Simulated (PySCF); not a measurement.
How methods differ on the excitation energy of Al

Al [Ne] 3s2 3p1 (2P) → Al [Ne] 3s1 3p1 3d1 (high-spin determinant), as a difference of total energies. Computed with PySCF 2.14 in aug-cc-pCVTZ-DK with one added diffuse shell each of s, p, d, f type (9s8p6d4f, 91 functions), with the spin-free X2C one-electron Hamiltonian (Gaussian nucleus). Correlated levels: valence: [Ne] frozen; valence and next inner shell: 1s2 frozen; nothing frozen. The calculations carry no spin-orbit coupling.

```json
{"method": "UHF", "excitation energy (cm⁻¹)": "60094"}
{"method": "LDA", "excitation energy (cm⁻¹)": "67780"}
{"method": "PBE", "excitation energy (cm⁻¹)": "66528"}
{"method": "PBE0", "excitation energy (cm⁻¹)": "66868"}
{"method": "r2SCAN", "excitation energy (cm⁻¹)": "65685"}
{"method": "BHandHLYP", "excitation energy (cm⁻¹)": "69258"}
{"method": "BLYP", "excitation energy (cm⁻¹)": "68060"}
{"method": "HSE06", "excitation energy (cm⁻¹)": "66600"}
{"method": "PW91", "excitation energy (cm⁻¹)": "66711"}
{"method": "MP2 (valence)", "excitation energy (cm⁻¹)": "66829"}
{"method": "SCS-MP2 (valence)", "excitation energy (cm⁻¹)": "68759"}
{"method": "MP2 (valence and next inner shell)", "excitation energy (cm⁻¹)": "68056"}
{"method": "SCS-MP2 (valence and next inner shell)", "excitation energy (cm⁻¹)": "69690"}
```

Problem. Estimate what SCS-MP2 (all electrons) gives.

Solution. 69676 cm⁻¹, closest to SCS-MP2 (valence and next inner shell) among the rows shown.

Problem. Estimate what MP2 (all electrons) gives.

Solution. 68034 cm⁻¹, closest to MP2 (valence and next inner shell) among the rows shown.

The upper state lies above the first ionisation limit, but in LS coupling its spin forbids autoionisation to the ground ion.

The promoted electron is Rydberg-like, and one or two diffuse shells describe it only roughly, which tends to raise the upper state.

The determinant of the upper state mixes LS terms, which raises its energy above the lowest term, most at the Hartree-Fock and MP2 levels.
